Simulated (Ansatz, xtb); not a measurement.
# Ligand exchange: IBr + C2H8Si2 → SiH3I + C2H5BrSi

Species: IBr, singlet; C2H8Si2 `C=C[SiH2][SiH3]`, singlet; SiH3I `[SiH3]I`, singlet; C2H5BrSi `C=C[SiH2]Br`, singlet. The partners trade Br for SiH3: I–Br and Si–SiH3 bonds give way to I–SiH3 and Si–Br.

Shapes, held fixed at every level: PBE0-D4/def2-TZVP. Flexible molecules stand in one conformer, not always the lowest. Programs: Ansatz 0.2.0, xtb 6.7.1. The zero-point and thermal change to 298 K, harmonic and unscaled (PBE0-D4/def2-TZVP), is +2.1 kJ/mol.

Estimate ΔH(298 K) of this reaction.

The highest level, CCSD(T)/def2-TZVPP, gives ΔH(298 K) = -219.8 kJ/mol; the levels span -242.3 to -192.1. The column of differences is taken from that level and isn't an error. No measured value is set beside it here. For atoms past krypton def2 sets carry core potentials with scalar relativity. Relativity is left out for Br. Outer-core shells of Br, I are correlated in most correlated rows, in sets that cover them unevenly.

```csv
level,kind,ΔH(298 K) (kJ/mol),less CCSD(T)/def2-TZVPP
GFN0-xTB,semi-empirical,-233.3,-13.5
HF/def2-SVP,Hartree–Fock,-236.9,-17.1
SPW92/def2-TZVPP,LDA,-199.6,+20.2
PBE-D4/def2-TZVPP,GGA,-192.1,+27.7
wB97X-V/def2-TZVPP,range-separated hybrid,-214.8,+5.0
MP2/def2-TZVPP,perturbation theory,-242.3,-22.5
CCSD(T)/def2-SVP,coupled cluster or CI,-213.4,+6.4
CCSD/def2-TZVPP,coupled cluster or CI,-222.4,-2.6
CCSD(T)/def2-TZVPP,coupled cluster or CI,-219.8,0.0
```
